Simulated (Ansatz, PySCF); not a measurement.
Molecule: CH₃BF, net charge 0, doublet state. It need not be the lowest isomer of its formula. 
Coordinates optimised at B3LYP-D3(BJ)/def2-TZVP (Ansatz, a quantum-chemistry and plane-wave program):
```
C
H 1 1.0889
H 1 1.0950 2 109.89
H 1 1.0974 2 107.07 3 116.55
B 1 1.5578 2 113.05 4 117.92
F 5 1.3151 1 123.07 2 154.99
```
Charge 0, spin multiplicity 2.

Total electronic energies in hartree. Valence correlation only, unless marked. UHF or UKS for open shells. No spin-orbit coupling. No relativistic terms. CBS(X,Y): correlation extrapolated as X^-3; Hartree-Fock from the larger set. The bracket is a focal-point correction in the basis named.

```csv
level,program,energy (Eh)
HF/cc-pVQZ,Ansatz,-163.81455
BLYP/def2-TZVPD,Ansatz,-164.61538
r2SCAN-D3(BJ)/def2-TZVPD,Ansatz + dftd3,[?]
PBE0/6-31G*,Ansatz,[?]
PBE0/def2-TZVPD,PySCF,[?]
CAM-B3LYP/def2-TZVPD,Ansatz,-164.59409
LC-wPBE-D3(BJ)/def2-TZVPD,Ansatz + dftd3,-164.55812
MP2/aug-cc-pVDZ,Ansatz,-164.16757
"RI-MP2/CBS(cc-pVTZ,cc-pVQZ)+[CCSD(T)-MP2]/cc-pVTZ",Ansatz,-164.4227
```

**Question.** What belongs in the gaps?

**Answer.** 
- r2SCAN-D3(BJ)/def2-TZVPD, energy (Eh): -164.57546
- PBE0/6-31G*, energy (Eh): -164.39884
- PBE0/def2-TZVPD, energy (Eh): -164.47478
